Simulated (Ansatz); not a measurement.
Consider the formal exchange of groups at a Ge–C bond: `N=[C](Cl)[GeH3]` + `B[CH2][AlH][CH3]` → `B[CH2][AlH][GeH3]` + `CC(=N)Cl`.

Isolated molecules relaxed with PBE0-D4/def2-TZVP in Ansatz; ΔE leaves out vibrations. CBS: MP2 limit from def2 TZ/QZ plus the TZ coupled-cluster correction, frozen cores. Functionals use def2-TZVPP. B3LYP here is the variant with VWN-RPA as its local correlation; programs differ in this. For Ge outer-core shells are correlated without core-valence functions, which leaves a few kJ/mol of doubt a bond. Scalar relativity is left out up to krypton. Each species was taken in one conformer, which may not be the lowest.

Task: Is it downhill or uphill in electronic energy at CCSD(T)/CBS, and by how much? (Estimate.)

Result: Ansatz gave: Downhill: ΔE = -34.8 kJ/mol.

Task: What do these levels give: PBE-D4, PBE0-D4, ωB97X-V, ωB97M-V, PBE, B3LYP, SCS-MP2/def2-TZVPP, CCSD(T)/def2-TZVPP, HF/def2-QZVPP, MP2/def2-QZVPP, SCS-MP2/def2-QZVPP, HF/CBS(def2)? (Estimate.)

Result: Ansatz gave: PBE-D4 -43.0, PBE0-D4 -44.6, ωB97X-V -36.2, ωB97M-V -32.3, PBE -43.2, B3LYP -37.1, SCS-MP2/def2-TZVPP -30.7, CCSD(T)/def2-TZVPP -34.8, HF/def2-QZVPP -38.9, MP2/def2-QZVPP -29.7, SCS-MP2/def2-QZVPP -29.8, HF/CBS(def2) -38.7 kJ/mol.

Largest T1 diagnostic among the species: 0.013.

In def2-TZVPP, CCSD(T) changes the Hartree–Fock value by +5.5 kJ/mol (the triples alone add +1.1 kJ/mol) and MP2 by +10.2 kJ/mol.
